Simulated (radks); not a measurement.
Excited configurations of neutral argon: one electron is placed in a higher orbital outside [Ne] 3s2 3p5. The ground configuration is [Ar]. Method: Dirac Kohn-Sham, PBE, spin-unpolarised, spherical densities, finite nucleus; open shells are shared between the two j in proportion to 2j + 1; Fermi nuclear charge, rms radius 3.4274 fm; computed with a radial shooting solver on a logarithmic mesh with Libxc functionals. Excitation = E - E(ground); binding = E(ion) - E, where the ion is the core of charge +1; n* = 1/sqrt(2 binding) in atomic units, and the quantum defect is n - n*. Eigenvalue and <r> are those of j = l + 1/2.

outer orbital  excitation (eV)  binding (eV)     n*  quantum defect  eigenvalue (eV)  <r> (bohr)
3d                      14.152         1.906  2.672           0.328           -0.616       7.919
4p                      13.370         2.687  2.250           1.750           -1.361       7.019
4d                      14.751         1.307  3.226           0.774           -0.664       13.67
4f                      15.150         0.907  3.872           0.128           -0.437       17.50
5p                      14.639         1.419  3.096           1.904           -0.828       14.46
5d                      15.224         0.834  4.040           0.960           -0.496       23.64
5f                      15.434         0.624  4.671           0.329           -0.366       29.71
6d                      15.487         0.571  4.880           1.120           -0.364       36.54
7d                      15.643         0.415  5.725           1.275           -0.275       52.14

Estimate the row for 5s.

Answer. excitation (eV) 14.182; binding (eV) 1.876; n* 2.693; quantum defect 2.307; eigenvalue (eV) -1.125; <r> (bohr) 11.53. The Delta-SCF ionisation energy is 16.058 eV (NIST Atomic Spectra Database: 15.760 eV, measured). Self-interaction in the functional shifts the binding energies and quantum defects, so they are the method's values and not measured ones. Spin polarisation and multiplet splitting are left out, so open shells lie too high by an amount that depends on their filling.

Beside tabulated values, note that spin-unpolarised runs miss the spin-polarisation part of the exchange energy of open shells.
